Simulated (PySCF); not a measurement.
# SMILES [B-]1(C=C)(C#N)OC(=O)C(=O)O1, [C5H3BNO4]-, charge -1

Cartesian coordinates in Å; atom numbers follow the order of the lines, from 1:
```xyz
14

C    -2.416   -0.684   -0.363
C    -1.178   -0.777    0.092
B    -0.020    0.333   -0.080
C    -0.546    1.686   -0.666
N    -0.950    2.671   -1.099
O     0.686    0.575    1.243
C     1.930    0.196    1.170
O     2.735    0.239    2.075
C     2.200   -0.318   -0.260
O     3.255   -0.749   -0.674
O     1.102   -0.213   -0.951
H    -3.150   -1.469   -0.234
H    -2.755    0.193   -0.892
H    -0.893   -1.685    0.618
```

Total charge -1.

Computed, not measured: PySCF, GIAO PBE0/aug-pcSseg-1 magnetisability, rotational g tensor and spin-rotation constants, non-relativistic, gas phase. Geometry: GFN2-xTB.

For an ion the centre-of-mass motion in the field is neglected.

**Question.** Give the nuclear spin-rotation constants along the inertial axes (H = +C I·J) beside the isotropic shieldings.

**Answer.** Rotational constants 1.8194, 0.7904, 0.7670 GHz. A star marks the isotopologue with that one atom substituted, in its own axes.
```csv
atom,isotope,Caa (kHz),Cbb (kHz),Ccc (kHz),mean (kHz),σ (ppm)
B3,11B,0.381,0.147,0.147,0.225,104.3
N5,14N,0.295,0.079,0.175,0.183,-42.6
H12,1H,-0.092,0.049,-0.071,-0.038,26.0
H13,1H,-0.018,0.020,-0.067,-0.022,25.6
H14,1H,-0.051,0.044,-0.073,-0.027,25.4
C1,13C*,0.559,0.367,0.123,0.350,58.9
C2,13C*,0.736,0.407,0.128,0.424,26.5
C4,13C*,0.563,0.152,0.367,0.361,49.8
O6,17O*,-0.539,-0.110,-0.279,-0.309,75.0
C7,13C*,0.674,0.225,0.358,0.419,16.9
O8,17O*,-1.038,-0.060,-0.361,-0.486,-55.8
```
For the geometry as given, no vibrational averaging.
